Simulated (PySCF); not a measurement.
2,2,2-trifluoroacetaldehyde (C₂HF₃O), SMILES O=CC(F)(F)F.

Geometry: PBE-D3(BJ)/def2-SVP.

Two levels are set side by side: PBE/def2-TZVP (PySCF) and r2SCAN/def2-TZVP (PySCF). Same geometry, gas phase. Differences are taken from unrounded values.

| quantity | r2SCAN |
|---|---|
| orbital gap (eV) | 4.18 |
| highest occupied level (eV) | -7.44 |
| lowest empty level (eV) | -3.26 |
| dipole moment (D) | 1.66 |
| mean polarisability (bohr³) | 29.1 |

### Question
What does PBE give, and how far is it from r2SCAN? (An estimate is asked for; the answer gives what the named calculation found.)

### Answer

```
quantity                       PBE  PBE minus r2SCAN
---------------------------  -----  ----------------
orbital gap (eV)              3.64             -0.55
highest occupied level (eV)  -7.07              0.37
lowest empty level (eV)      -3.43             -0.17
dipole moment (D)             1.58             -0.08
mean polarisability (bohr³)   30.0               0.9
```

Rough cost on one machine, each run with all the roots and properties that it gave: r2SCAN against PBE about 5 times.
